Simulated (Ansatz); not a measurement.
Cost and result for the atomization energy of C10H18, SMILES `CC1=CCC(C(C)C)CC1` (28 atoms, 28 bonds).

```xyz
28

C    -1.377    1.797    3.044
C    -0.824    1.084    1.854
C    -0.024    1.680    0.972
C     0.518    1.027   -0.260
C    -0.192   -0.282   -0.586
C     0.450   -1.084   -1.726
C     0.458   -0.300   -3.032
C     1.847   -1.602   -1.408
C    -0.354   -1.094    0.692
C    -1.220   -0.356    1.699
H    -1.069    2.844    3.068
H    -1.051    1.321    3.975
H    -2.473    1.764    3.045
H     0.254    2.718    1.139
H     0.428    1.724   -1.100
H     1.596    0.856   -0.136
H    -1.204   -0.019   -0.926
H    -0.195   -1.960   -1.874
H     0.780   -0.932   -3.864
H     1.146    0.549   -2.984
H    -0.536    0.088   -3.270
H     2.558   -0.783   -1.267
H     1.862   -2.219   -0.507
H     2.221   -2.215   -2.233
H    -0.785   -2.075    0.468
H     0.631   -1.275    1.137
H    -1.169   -0.849    2.677
H    -2.277   -0.407    1.403
```

The species carries charge 0 and has multiplicity 1. Geometry: relaxed with PBE0-D4/def2-TZVP. It is one conformer, not always the lowest. Program: Ansatz. All runs use 4 threads of an AMD EPYC 7R13 on a shared host and a share of an NVIDIA H100 80 GB. Times are those of one run each, without the atoms' runs, and a repeat can differ threefold. Electronic energies, without spin–orbit coupling; frozen cores. CCSD(T)/CBS adds CCSD(T) − MP2 in def2-TZVPP to the MP2 limit, and its time is that of the two runs behind it. T1 = 0.009. B3LYP takes the VWN-RPA correlation (the form of Gaussian; ORCA's B3LYP/G).

CCSD(T)/CBS is a level of theory with its own doubt, some kJ/mol a heavy atom from the limit and from the frozen cores, so smaller differences don't rank the functionals.

```
                             level  functions  wall time  atomization (kcal/mol)  difference from CCSD(T)/CBS  per bond
            LDA (SPW92)/def2-TZVPP        562      7.5 s                  3188.4                        387.6      13.8
                BLYP-D4/def2-TZVPP        562       11 s                  2787.1                        -13.7      -0.5
                  CCSD(T)/def2-SVP        230       11 s                  2709.4                        -91.4      -3.3
r2SCAN-D4/def2-TZVPP (with forces)        562       14 s                  2811.1                         10.3       0.4
           CAM-B3LYP-D4/def2-TZVPP        562       14 s                  2815.4                         14.6       0.5
             r2SCANh-D4/def2-TZVPP        562       15 s                  2801.6                          0.8       0.0
               PBE-QIDH/def2-TZVPP        562       15 s                  2809.5                          8.7       0.3
               BHLYP-D4/def2-TZVPP        562       16 s                  2742.6                        -58.2      -2.1
                ωB97X-V/def2-TZVPP        562       16 s                  2806.7                          5.9       0.2
 B3LYP-D4/def2-TZVPP (with forces)        562       18 s                  2803.5                          2.7       0.1
                    MP2/def2-QZVPP       1110       37 s                  2812.7                         11.9       0.4
                CCSD(T)/def2-TZVPP        562    2.8 min                  2743.7                        -57.1      -2.0
                 CCSD(T)/CBS(def2)          –    3.4 min                  2800.8                          0.0       0.0
```

At CCSD(T), def2-SVP lies −91.4 kcal/mol from the extrapolated value and def2-TZVPP −57.1 kcal/mol: correlation converges slowly with the basis, and small sets miss more of it in the bonded molecule than in its fragments. From BLYP to BHLYP (50 % exact exchange), in def2-TZVPP and without D4, the atomization energy moves by −25.7 kcal/mol: exact exchange takes away binding that semilocal exchange gives to molecules. Leaving LDA and LC-ωPBE aside and taking each functional with its dispersion term where it has one, the values, not all of them listed here, spread over 120.4 kcal/mol, from BHLYP-D4 to PBE-D4. LDA lies +342.9 kcal/mol from PBE without D4, its usual overbinding.
